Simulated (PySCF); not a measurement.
**Calcium: a sound run and one with changed settings**

Sound run: Ca [Ar] 4s2, Ca⁺ [Ar] 4s1. All numbers are calculated (PySCF 2.14, the non-relativistic Hamiltonian (point nucleus), in pcseg-2 (6s4p3d, 33 functions)). The sound run starts from symmetry-adapted Hartree-Fock orbitals and uses a fine grid where one is needed.

Changed run: radial step 1.2 in ln r (0.13 in the sound run). This setting is unsound on purpose.

```tsv
species	method	sound run (hartree)	changed run (hartree)	converged
Ca	UHF	-676.74397	-676.74397	yes
Ca	MN15	-677.56185	-680.32166	yes
Ca	r2SCAN	-677.51442	-681.38704	yes
Ca⁺	UHF	-676.55577	-676.55577	yes
Ca⁺	MN15	-677.33129	-680.05110	yes
Ca⁺	r2SCAN	-677.30117	-681.07940	yes
```

Ionisation energy of Ca:

```
method  sound run (eV)  changed run (eV)
   UHF           5.121             5.121
  MN15           6.274             7.362
r2SCAN           5.803             8.371
```

A coarse radial grid mis-integrates the density and the exchange-correlation energy, with errors of either sign; Hartree-Fock needs no grid.

For comparison, NIST gives 6.113 eV between the lowest levels.
